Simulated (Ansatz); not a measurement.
Program: Ansatz. Geometries: PBE0-D4/def2-TZVP. ΔE: electronic, gas phase. CBS: MP2 limit from def2 TZ/QZ plus the TZ coupled-cluster correction, frozen cores. Functionals use def2-TZVPP. For Br, Na outer-core shells are correlated without core-valence functions, which leaves a few kJ/mol of doubt a bond. Scalar relativity is left out up to krypton. Each species was taken in one conformer, which may not be the lowest.

Consider the redistribution: `[NH2][Na]` + `SB(S)Br` → `[Na][SH]` + `NB(S)Br`.

`[NH2][Na]`:

Z-matrix (Å, degrees):
```
N
Na 1 2.077
H 1 1.014 2 126.9
H 1 1.014 2 126.9 3 -163.6
```

`SB(S)Br`:

```xyz
6

S    -1.481   -0.075   -0.054
B     0.286    0.130    0.159
S     1.463   -0.682   -0.919
Br    1.024    1.228    1.550
H    -1.861    0.710    0.966
H     0.568   -1.309   -1.703
```

`[Na][SH]`:

Cartesian coordinates in Å:
```
Na -1.235 0.904 -0.820
S 0.843 -0.291 -0.202
H 0.393 -0.613 1.023
```

`NB(S)Br`:

Z-matrix (Å, degrees):
```
N
B 1 1.389
H 1 1.005 2 122.2
H 1 1.006 2 123.1 3 -180.0
S 2 1.813 1 120.6 3 -180.0
Br 2 1.938 1 118.4 3 0.0
H 5 1.340 2 96.3 1 -180.0
```

```
             level  ΔE (kJ/mol)
           ωB97M-V       -194.6
SCS-MP2/def2-TZVPP       -186.3
SCS-MP2/def2-QZVPP       -184.8
     MP2/CBS(def2)       -180.2
```

**Question.** What does CCSD(T)/CBS give? (Best estimate.)

**Answer.** Ansatz gave: -185.6 kJ/mol. The listed levels differ from it by -9.0, -0.7, 0.8, 5.4 kJ/mol.

Largest T1 diagnostic among the species: 0.012.

From PBE to PBE0 (25 % exact exchange), in def2-TZVPP and without D4, ΔE moves by −13.4 kJ/mol. The D4 term adds +4.0 kJ/mol with B3LYP and +2.0 kJ/mol with PBE0; it sums over pairs of atoms, weighted by their polarisabilities, and B3LYP, whose exchange is more repulsive, gets the larger term. In def2-TZVPP, CCSD(T) changes the Hartree–Fock value by +37.6 kJ/mol (the triples alone add +6.1 kJ/mol) and MP2 by +42.9 kJ/mol.

B3LYP here is the variant with VWN-RPA as its local correlation; programs differ in this.
